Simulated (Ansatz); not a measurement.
Abridged output of a molecular run in Ansatz:

```
Functional definition: HF
  name "HF"
  cite "Fock, Z. Phys. 61, 126 (1930) doi:10.1007/BF01340294"
  parent pbe
  exchange = exact_x
  correlation = 0
1587 factors; integrals over basis functions are off by at most 1.2e-3 eV
mean field evaluation 1: about -23564.9031 eV, gradient 3.5e1 eV
mean field evaluation 2: about -23565.2028 eV, gradient 3.6e1 eV
mean field evaluation 4: about -23568.7168 eV, gradient 4.0e0 eV
mean field evaluation 8: about -23568.7806 eV, gradient 2.1e-1 eV
mean field -23568.78080952 eV, -866.1367192565 hartree, gradient 2.2e-6 eV, S^2 0.000000; 0 other end points of the search recorded, 0 dependent functions left out
13 core orbitals not correlated: weight in the atoms' cores, before any rotation towards them, 1.000 or more for the frozen orbitals, at most 0.000 for the correlated occupied ones
reference -23568.78080952 eV, -866.1367192565 hartree; 15, 15 occupied and 247, 247 virtual orbitals, 1587 factors
second order -22.44653415 eV of doubles, -0.00000000 eV of singles
cycle   1  -23.34246386 eV  change   -9.0e-1 eV  update   9.6e-2
cycle   2  -23.91153031 eV  change   -5.7e-1 eV  update   2.8e-2
cycle   3  -24.00020405 eV  change   -8.9e-2 eV  update   1.2e-2
cycle   4  -23.99474077 eV  change    5.5e-3 eV  update   3.2e-3
cycle   5  -23.99456519 eV  change    1.8e-4 eV  update   1.5e-3
cycle   6  -23.99467595 eV  change   -1.1e-4 eV  update   4.8e-4
cycle   7  -23.99453278 eV  change    1.4e-4 eV  update   1.9e-4
cycle   8  -23.99453352 eV  change   -7.4e-7 eV  update   5.9e-5
cycle   9  -23.99453623 eV  change   -2.7e-6 eV  update   1.8e-5
perturbative correction -1.04343880 eV, -0.0383456685 hartree
Total energy: -23593.81878455 eV, -867.0568478675 hartree
```

Its atoms:

Cartesian coordinates in Å:
```
Cl -2.509 1.727 -0.581
C -1.220 0.642 -1.184
Si 0.245 0.655 -0.017
C 1.259 -0.878 0.135
C 0.320 -0.589 1.334
H -1.641 -0.361 -1.261
H -0.956 0.982 -2.185
H 0.867 1.984 0.153
H 2.324 -0.799 0.330
H 1.014 -1.750 -0.464
H 0.805 -0.335 2.271
H -0.509 -1.277 1.469
```

(1) Which basis set was used?
A. def2-QZVPP
B. def2-TZVPP
C. def2-SVP
D. cc-pV(Q+d)Z

(2) Write the keys of the input that set method, charge and spin (a neutral closed shell needs none for the last two).

## Answers

(1) B. It gives 275 functions.

(2) 
```yaml
correlation: {method: ccsd_t}
```
